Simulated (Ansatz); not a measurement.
Consider the cleavage of the Si–Al bond: `C[S][Al]([F])[SiH3]` + `[SiH3][AlH][SH]` → `[SiH3][AlH][S][SiH3]` + `C[S][AlH][F]`.

Program: Ansatz. Geometries: PBE0-D4/def2-TZVP. ΔE: electronic, gas phase. CBS: MP2 limit from def2 TZ/QZ plus the TZ coupled-cluster correction, frozen cores. This one scheme is used for every species. Functionals use def2-TZVPP. B3LYP here is the variant with VWN-RPA as its local correlation; programs differ in this. One conformer a species, not always the lowest.

Is it downhill or uphill in electronic energy at CCSD(T)/CBS, and by how much? (Best estimate.)

Computed: Downhill: ΔE = -53.0 kJ/mol.

What do these levels give: ωB97X-V, B3LYP, SCS-MP2/def2-TZVPP, HF/def2-QZVPP, MP2/CBS(def2), CCSD/CBS(def2)? (Best estimate.)

The calculation gave: ωB97X-V -50.8, B3LYP -42.3, SCS-MP2/def2-TZVPP -58.8, HF/def2-QZVPP -55.5, MP2/CBS(def2) -65.4, CCSD/CBS(def2) -52.5 kJ/mol.

Largest T1 diagnostic among the species: 0.013.

The D4 term adds −6.9 kJ/mol with B3LYP and −3.4 kJ/mol with PBE0; it sums over pairs of atoms, weighted by their polarisabilities, and B3LYP, whose exchange is more repulsive, gets the larger term. From PBE to PBE0 (25 % exact exchange), in def2-TZVPP and without D4, ΔE moves by −5.9 kJ/mol.
